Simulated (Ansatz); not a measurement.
**Abstraction of H: CHBrCl2 + C2H5OS → CBrCl2 + C2H6OS**

Species: CHBrCl2 `ClC(Cl)Br`, singlet; C2H5OS `[CH2]S(C)=O`, doublet; CBrCl2 `Cl[C](Cl)Br`, doublet; C2H6OS (dimethyl sulfoxide) `CS(C)=O`, singlet. A radical takes H: the energy is the difference in strength between two C–H bonds in different surroundings.

Shapes, held fixed at every level: PBE0-D4/def2-TZVP. Flexible molecules stand in one conformer, not always the lowest. Programs: Ansatz 0.2.0. The zero-point and thermal change to 298 K, harmonic and unscaled (PBE0-D4/def2-TZVP), is +3.3 kJ/mol.

Q: Estimate ΔH(298 K) of this reaction.

A: The highest level, CCSD(T)/def2-TZVPP, gives ΔH(298 K) = -34.0 kJ/mol; the levels span -41.1 to -34.0. The column of differences is taken from that level and isn't an error. No measured value is set beside it here. Open shells run unrestricted unless RO is named. Relativity is left out for Br unless named. Correlated rows may include outer-core shells of Br, which these sets cover unevenly. Times are processor times on shared x86 and Arm servers, and rough.

```
                level                    kind  ΔH(298 K) (kJ/mol)  less CCSD(T)/def2-TZVPP  CPU time (sum over the molecules)
     SPW92/def2-TZVPP                     LDA               -41.1                     -7.1                               19 s
    PBE-D4/def2-TZVPP                     GGA               -38.3                     -4.3                               33 s
 r2SCAN-D4/def2-TZVPP                meta-GGA               -37.4                     -3.4                               73 s
  BHLYP-D4/def2-TZVPP           global hybrid               -36.4                     -2.4                               48 s
r2SCAN0-D4/def2-TZVPP           global hybrid               -38.6                     -4.6                               83 s
   wB97X-V/def2-TZVPP  range-separated hybrid               -39.7                     -5.7                            1.9 min
   CCSD(T)/def2-TZVPP   coupled cluster or CI               -34.0                      0.0                             28 min
```
